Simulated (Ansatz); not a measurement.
Relaxation of BClH6N2 (10 atoms, charge 0, multiplicity 1), to a largest force component of 0.03 eV/Å in at most 50 steps.

Method: RKS LDA/6-31G* (Ansatz).

```xyz
10
Properties=species:S:1:pos:R:3
B 0.109 0.652 -0.327
Cl 0.096 -0.603 2.479
N 1.336 0.052 -0.629
H 1.397 -0.949 -0.807
H 2.238 0.483 -0.424
H -0.931 0.054 -0.468
N 0.044 2.045 0.192
H 0.863 2.654 0.260
H -0.845 2.527 0.305
H -0.035 0.612 1.914
```

Problem. Where does it end, and by what steps?

Solution. The run converged. After 10 steps the energy has fallen by 0.409 eV; Cl2 moved furthest, 1.06 Å.

```csv
step,energy less start (eV),largest force component (eV/Å),accepted
0,0.0000,2.053,yes
1,-0.1620,1.027,yes
2,-0.2772,0.534,yes
3,-0.3419,0.491,yes
4,-0.3761,0.243,yes
5,-0.3969,0.171,yes
6,-0.4057,0.095,yes
7,-0.4079,0.097,yes
8,-0.4082,0.048,yes
9,-0.4084,0.050,yes
10,-0.4087,0.013,yes
```

```xyz
10
Properties=species:S:1:pos:R:3
B 0.114 0.591 -0.512
Cl 0.156 0.263 3.084
N 1.356 0.026 -0.781
H 1.452 -0.778 -1.398
H 2.216 0.265 -0.285
H -0.879 0.178 -1.058
N -0.021 1.643 0.481
H 0.785 2.253 0.661
H -0.888 2.187 0.466
H -0.020 0.900 1.836
```

Whether the end is a true minimum wasn't checked by a vibrational analysis.

Run time: 19 s on 1 thread of Arm Neoverse V1 (shared host), peak memory 0.1 GiB.
